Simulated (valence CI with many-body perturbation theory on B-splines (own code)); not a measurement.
Ce¹⁸⁺ in brief

Level of theory: configuration interaction combined with many-body perturbation theory (CI+MBPT): four valence electrons over a frozen Dirac-Fock core [Kr], radial functions for each j: 9 s, 9 p, 10 d, 8 f, 5 g, 3 h, 1 i, with the one-electron correlation potential Σ1, the two-electron term Σ2, the three-electron term Σ3, Breit, model QED; selected CI, second order for the rest (own B-spline code, finite nucleus).

No measured levels were compared; by estimate terms of the open shell hold to 2 to 4 % of their energy, and close levels can change places. Only levels of the ground parity were solved; by the run's estimate the other parity begins above the list, which can be wrong where configurations are misplaced.

Levels are named by their leading jj configuration (3d3/2^4 stands for four electrons in 3d with j = 3/2), which in mixed levels can hold well under half, so a name can repeat and another be missing.

Rates and lifetimes use the calculated energies. Strong lines usually hold to 10 to 20 %, long lifetimes can be off by a factor of two.

(1) What is the ground level?

(2) How well does LS coupling describe the low levels?

(3) Name the longest-lived excited levels whose lifetime is computed, and their main decay.

(4) What is the ionisation energy?

Results:

(1) (4d3/2^4) J=0, composition 54 % 4d4 5D + 40 % 4d4 3P + 5 % 4d4 1S.

(2) Among the lowest 20 levels the leading LS term, summed over configurations, holds 60 % on average. For single configurations the figures are 59 % in LS and 74 % in jj coupling. Terms mix most in the J = 2 level at 107910 cm⁻¹, where the leading one holds 36 %.

(3) (4d3/2^3 4d5/2) J=4 at 40317 cm⁻¹ lives 2.69 s, mostly by M1 to (4d3/2^2 4d5/2^2) J=3.

(4) 509.73 eV; NIST lists 509 ± 3 eV (theoretical).
